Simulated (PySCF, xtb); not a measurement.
Mo(NH)(S)(Cl)2 (Cl₂HMoNS), SMILES [Mo](=[NH])([Cl])(=[S])[Cl], multiplicity 1.

GFN2-xTB (xtb) at its own geometry gives an orbital gap of 2.11 eV and a dipole moment of 3.80 D.

Geometry optimised at B3LYP-D3(BJ)/def2-SVP. The multiplicity is an assumed one; no other spin state was optimised. The structure was generated by enumeration; whether it is a known compound was not checked. The def2 effective core potentials stand for the cores of Mo; spin–orbit coupling is left out.

Q: What does PySCF with B3LYP/def2-TZVP give? (The exact figures need the calculation; the answer reports its results.)

A: gap 4.02 eV (levels -7.78 and -3.76 eV), dipole 2.04 D.
